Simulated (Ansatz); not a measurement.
Stretching the Se1–H2 bond in SeH (multiplicity 2 held). Energies count from the point at 1.475 Å.


Signs of static correlation in cc-pVDZ, with CASSCF(7,5), from Ansatz (a quantum-chemistry and plane-wave program) runs.

```csv
R (Å),T1 of restricted CCSD,⟨S²⟩ of UHF,largest double amplitude of restricted CCSD,weight of the CASSCF reference in MRCISD,CASSCF natural occupations
1.180,0.013,0.758,0.040,0.952,2.00 2.00 1.99 1.00 0.02
1.327,0.013,0.758,0.050,0.952,2.00 2.00 1.98 1.00 0.02
1.475,0.014,0.758,0.072,0.951,2.00 2.00 1.97 1.00 0.03
1.622,0.015,0.760,0.100,0.951,2.00 2.00 1.95 1.00 0.05
1.770,0.017,0.773,0.134,0.951,2.00 2.00 1.93 1.00 0.07
1.991,[?],1.092,0.195,0.951,2.00 2.00 1.87 1.00 0.13
2.212,[?],1.406,0.267,0.952,2.00 2.00 1.78 1.00 0.22
2.581,0.075,1.634,0.386,0.952,2.00 2.00 1.56 1.00 0.44
2.950,0.195,1.713,0.335,0.953,2.00 2.00 1.34 1.00 0.66
3.392,0.308,1.744,0.124,0.953,2.00 2.00 1.18 1.00 0.82
3.982,0.132,1.754,0.726,0.953,2.00 2.00 1.07 1.00 0.93
4.720,0.375,1.756,0.087,0.953,2.00 2.00 1.02 1.00 0.98
5.900,0.381,1.756,0.088,0.953,2.00 2.00 1.00 1.00 1.00
```

Question: Complete the blanks.

Answer: 
- 1.991, T1 of restricted CCSD: 0.022
- 2.212, T1 of restricted CCSD: 0.032

Doubts at one or more of the structures used: a restricted determinant that unrestricted orbitals would lower (RO-CCSD(T)/cc-pVDZ); other coupled-cluster roots lie near (RO-CCSD(T)/cc-pVDZ); T1 above 0.05 (RO-CCSD(T)/cc-pVDZ, U-CCSD(T)/cc-pVDZ); a spin-contaminated determinant (U-CCSD(T)/cc-pVDZ).
